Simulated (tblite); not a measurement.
C₇H₈FGaS.
Bonds: C1–C2 (double), C2–C3, C3–C4, C4–S5 (aromatic), S5–C6 (aromatic), C6–Ga7, C6–C8 (aromatic), C8–C9 (aromatic), C9–F10, C4–C9 (aromatic). Hydrogens: H11, H12 on C1; H13 on C2; H14, H15 on C3; H16, H17 on Ga7; H18 on C8.

Computed with GFN2-xTB (tblite), gas phase: L-BFGS steps from a force-field or distance-geometry start until the largest atomic force falls under 0.01 eV/Å.

Step 9: E = -766.0069 eV
```
atom  x, y, z in Å  |  force x, y, z in eV/Å
C1     -3.2705    1.3111    0.0146    0.128  -0.103  -0.019
C2     -2.5031    0.3297    0.4608    0.075   0.072  -0.077
C3     -1.8047   -0.6561   -0.4479    0.030   0.123  -0.073
C4     -0.3116   -0.5404   -0.3246   -0.038   0.121   0.183
S5      0.6995    0.3415   -1.4206    0.105  -0.021   0.096
C6      2.1547    0.0559   -0.4798   -0.075  -0.070   0.008
Ga7     4.1042    0.5647   -0.6006   -0.156   0.040  -0.061
C8      1.8262   -0.6912    0.6279   -0.056  -0.033   0.001
C9      0.4543   -1.0032    0.7077   -0.013   0.035  -0.005
F10    -0.0720   -1.6955    1.7369    0.029  -0.067   0.001
H11    -3.4519    1.4382   -1.0424    0.032  -0.037   0.010
H12    -3.7573    2.0440    0.6416    0.118  -0.227   0.098
H13    -2.2954    0.1821    1.5119   -0.096   0.111   0.022
H14    -2.0989   -1.6827   -0.1843    0.043   0.206   0.000
H15    -2.1132   -0.4427   -1.4696    0.074  -0.121  -0.145
H16     5.2016   -0.4912   -0.9898   -0.054  -0.056  -0.028
H17     4.6705    1.9511   -0.1140   -0.084   0.028  -0.031
H18     2.5587   -1.0090    1.3604   -0.064  -0.003   0.020
```

Step 10: E = -766.0166 eV
```
atom  x, y, z in Å  |  force x, y, z in eV/Å
C1     -3.2685    1.3104    0.0130    0.089  -0.055  -0.011
C2     -2.4996    0.3321    0.4582    0.085   0.015  -0.069
C3     -1.8010   -0.6510   -0.4512    0.034   0.059  -0.057
C4     -0.3090   -0.5319   -0.3233   -0.068   0.001   0.237
S5      0.7063    0.3401   -1.4171    0.003   0.064  -0.034
C6      2.1532    0.0556   -0.4802    0.041  -0.145   0.154
Ga7     4.1015    0.5612   -0.6010   -0.176   0.110  -0.040
C8      1.8264   -0.6932    0.6298    0.013  -0.043   0.042
C9      0.4539   -1.0045    0.7078    0.000   0.011   0.100
F10    -0.0723   -1.7005    1.7398    0.063   0.018  -0.129
H11    -3.4542    1.4420   -1.0411    0.039  -0.039  -0.044
H12    -3.7539    2.0369    0.6446    0.073  -0.161   0.129
H13    -2.2984    0.1845    1.5113   -0.071   0.099  -0.008
H14    -2.0931   -1.6774   -0.1827    0.049   0.204  -0.006
H15    -2.1089   -0.4481   -1.4762    0.077  -0.084  -0.100
H16     5.1888   -0.4961   -0.9936   -0.010  -0.072  -0.032
H17     4.6578    1.9568   -0.1159   -0.079  -0.019  -0.047
H18     2.5622   -1.0106    1.3661   -0.163   0.037  -0.086
```

Step 11: E = -766.0271 eV
```
atom  x, y, z in Å  |  force x, y, z in eV/Å
C1     -3.2648    1.3089    0.0105    0.028   0.010  -0.007
C2     -2.4937    0.3348    0.4544    0.060  -0.021  -0.047
C3     -1.7960   -0.6440   -0.4559    0.030  -0.014  -0.045
C4     -0.3076   -0.5215   -0.3184    0.014  -0.101   0.235
S5      0.7136    0.3394   -1.4132   -0.104   0.117  -0.104
C6      2.1524    0.0528   -0.4783    0.121  -0.185   0.240
Ga7     4.0949    0.5595   -0.6025   -0.138   0.148  -0.030
C8      1.8263   -0.6963    0.6330    0.044  -0.035   0.055
C9      0.4538   -1.0057    0.7101   -0.019   0.036   0.105
F10    -0.0715   -1.7062    1.7410    0.058   0.052  -0.171
H11    -3.4557    1.4452   -1.0403    0.044  -0.031  -0.092
H12    -3.7486    2.0254    0.6506    0.016  -0.076   0.150
H13    -2.3033    0.1894    1.5103   -0.025   0.070  -0.045
H14    -2.0859   -1.6676   -0.1809    0.039   0.136  -0.001
H15    -2.1025   -0.4558   -1.4856    0.087  -0.029  -0.031
H16     5.1744   -0.5028   -0.9984    0.011  -0.059  -0.027
H17     4.6424    1.9628   -0.1189   -0.071  -0.058  -0.061
H18     2.5631   -1.0119    1.3711   -0.195   0.041  -0.123
```

Step 12: E = -766.0363 eV
```
atom  x, y, z in Å  |  force x, y, z in eV/Å
C1     -3.2610    1.3079    0.0078   -0.037   0.075  -0.014
C2     -2.4872    0.3373    0.4493    0.020  -0.033  -0.028
C3     -1.7900   -0.6371   -0.4612    0.047  -0.060  -0.011
C4     -0.3050   -0.5126   -0.3108    0.047  -0.118   0.094
S5      0.7197    0.3400   -1.4098   -0.135   0.117  -0.073
C6      2.1540    0.0471   -0.4725    0.112  -0.141   0.176
Ga7     4.0859    0.5604   -0.6040   -0.049   0.137  -0.039
C8      1.8263   -0.7002    0.6371    0.040  -0.031   0.073
C9      0.4541   -1.0059    0.7136   -0.026   0.038   0.114
F10    -0.0702   -1.7115    1.7398    0.025   0.038  -0.132
H11    -3.4569    1.4486   -1.0409    0.048  -0.018  -0.100
H12    -3.7433    2.0131    0.6591   -0.027  -0.011   0.138
H13    -2.3083    0.1951    1.5080    0.026   0.034  -0.073
H14    -2.0774   -1.6562   -0.1790    0.010   0.023   0.010
H15    -2.0941   -0.4640   -1.4954    0.101   0.029   0.027
H16     5.1591   -0.5113   -1.0043    0.007  -0.016  -0.014
H17     4.6241    1.9683   -0.1233   -0.052  -0.072  -0.069
H18     2.5616   -1.0128    1.3748   -0.155   0.009  -0.080
```

**Question.** Estimate the geometry and energy of step 13. (The exact step hangs on the optimiser's Hessian estimate; all steps are aligned on step 12, rigid shifts and turns removed.)

**Answer.** E = -766.0414 eV, largest force 0.128 eV/Å
```
atom  x, y, z in Å  |  force x, y, z in eV/Å
C1     -3.2594    1.3086    0.0060   -0.049   0.075  -0.016
C2     -2.4836    0.3388    0.4452   -0.020  -0.006  -0.032
C3     -1.7851   -0.6339   -0.4643    0.041  -0.057   0.018
C4     -0.3025   -0.5093   -0.3056    0.059  -0.082  -0.019
S5      0.7221    0.3419   -1.4078   -0.081   0.080   0.014
C6      2.1568    0.0418   -0.4665    0.035  -0.067   0.054
Ga7     4.0796    0.5632   -0.6050    0.021   0.083  -0.060
C8      1.8266   -0.7032    0.6410   -0.005  -0.009   0.043
C9      0.4547   -1.0052    0.7172   -0.026   0.047   0.064
F10    -0.0693   -1.7142    1.7369   -0.024  -0.014  -0.036
H11    -3.4572    1.4512   -1.0425    0.046  -0.004  -0.069
H12    -3.7409    2.0060    0.6665   -0.039   0.008   0.099
H13    -2.3105    0.1987    1.5050    0.053   0.012  -0.073
H14    -2.0715   -1.6496   -0.1775   -0.015  -0.057   0.018
H15    -2.0870   -0.4683   -1.5005    0.106   0.055   0.045
H16     5.1490   -0.5175   -1.0086   -0.008   0.029   0.000
H17     4.6108    1.9707   -0.1274   -0.029  -0.052  -0.065
H18     2.5588   -1.0134    1.3763   -0.067  -0.041   0.014
```

The energy changes by -0.0050 eV. The first-order estimate −F·Δx gives -0.0075 eV and the mean of the old and new forces, exact on a quadratic surface, -0.0050 eV. The step makes an angle of 65° with the force vector and moves no atom by more than 0.014 Å.

The cost below is that of the whole relaxation. Time: 0.66 s wall. Hardware: AMD EPYC 9R45, one thread, shared host with 96 logical CPUs at a one-minute load of 15.
